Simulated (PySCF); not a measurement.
A structure optimised at PBE0-D3(BJ)/def2-TZVPD, used in a PySCF frequency run:

```xyz
2

Li     0.0000     0.0000    -1.7170
Cl     0.0000     0.0000     0.3030
```

### Question
Write its SMILES, formula and point group.

### Answer
[Li][Cl], ClLi, C∞v

### Question
What are its rotational constants (standard atomic weights)?

### Answer
21.341 GHz (linear rotor, B only)
